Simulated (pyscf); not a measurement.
`[NH2][Nb](=[O])([OH])[Cl]`, singlet

Gas-phase minimum from PySCF at ωB97X-D3(BJ)/def2-SVP, one conformer. 

```xyz
8

N     -0.7678     0.8658    -1.2971
Nb     0.6819     1.0504    -0.0015
O     -0.0407     1.7350     1.3548
O      1.4118    -0.6476     0.3904
Cl     2.3405     2.4540    -0.8345
H     -1.7166     1.2125    -1.1765
H     -0.6827     0.3687    -2.1823
H      1.4605    -1.2086     1.1712
```
Charge 0, spin multiplicity 1.

Bond lengths (Å): N1–Nb2 1.953, N1–H6 1.017, N1–H7 1.019, Nb2–O3 1.682, Nb2–O4 1.889, Nb2–Cl5 2.327, O4–H8 0.963. Angles (°): Nb2–N1–H6 125.6, Nb2–N1–H7 124.1, H6–N1–H7 110.3, N1–Nb2–O3 104.7, N1–Nb2–O4 109.8, N1–Nb2–Cl5 110.4, O3–Nb2–O4 111.4, O3–Nb2–Cl5 110.4, O4–Nb2–Cl5 109.9, Nb2–O4–H8 135.4.

Properties at ωB97X-D3(BJ)/def2-SVP:

* **Harmonic wavenumbers, unscaled**: 141, 154, 189, 205, 234, 375, 401, 422, 479, 537, 586, 724, 756, 1076, 1517, 3581, 3682, 3948 cm⁻¹
* **Zero-point energy**: 27.2 kcal/mol
* **Rotational symmetry number**: 1
* **Entropy of this conformer at 298 K and 1 atm, rigid rotor and harmonic oscillator, modes under 100 cm⁻¹ raised to 100**: 360.1 J/(mol K)
* **Dipole moment**: 3.59 D

Single-point totals, which compare only within one level:

```csv
level,total energy (hartree)
ωB97X-D3(BJ)/def2-TZVP,-724.59238
PBE/def2-TZVP,-724.15674
r²SCAN/def2-TZVP,-724.43879
B3LYP-D3(BJ)/def2-TZVP,-724.57895
PBE0-D3(BJ)/def2-TZVP,-724.14485
M06-2X/def2-TZVP,-724.31348
ωB97M-D3(BJ)/def2-TZVP,-724.57494
```

Soft torsions are taken as harmonic, which can shift the entropy by several J/(mol K). Elements past Kr carry the def2 core potentials, without spin-orbit coupling.
